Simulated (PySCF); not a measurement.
Molecule: C$_{3}$H$_{4}$Cl, charge -1, multiplicity 1. It need not be the lowest isomer of its formula. Whether it binds its extra electron was not tested at this geometry. 
Structure (B3LYP-D3(BJ)/def2-TZVP (Ansatz) minimum search):
SMILES: [CH2-]/C=C/Cl
```xyz
8

C     -2.4238     0.0053     0.1604
C     -1.0780     0.3031     0.1969
C      0.0269    -0.5397     0.3331
Cl     1.6268     0.1085    -0.2849
H     -3.1649     0.7884     0.2668
H     -2.7835    -1.0191     0.1824
H     -0.8279     1.3657     0.1777
H     -0.0304    -1.5909     0.0745
```
Charge -1, spin multiplicity 1.

Dispersion corrections to the total energy (kcal/mol) from the dftd3 and dftd4 libraries through PySCF: D3(BJ) without and D4 with the three-body term, each with the damping fitted for the functional named.

```tsv
functional	D3(BJ)	D4
r2SCAN	-0.97	-0.98
BP86	-5.56	?
PBE0	-3.04	-3.31
TPSS	-4.46	-5.37
revPBE	?	-13.56
PW6B95	?	-3.47
HF	-29.79	-15.23
```

Q: Some entries are withheld; supply them.

A: 
- BP86, D4: -5.20
- revPBE, D3(BJ): -9.21
- PW6B95, D3(BJ): -1.72
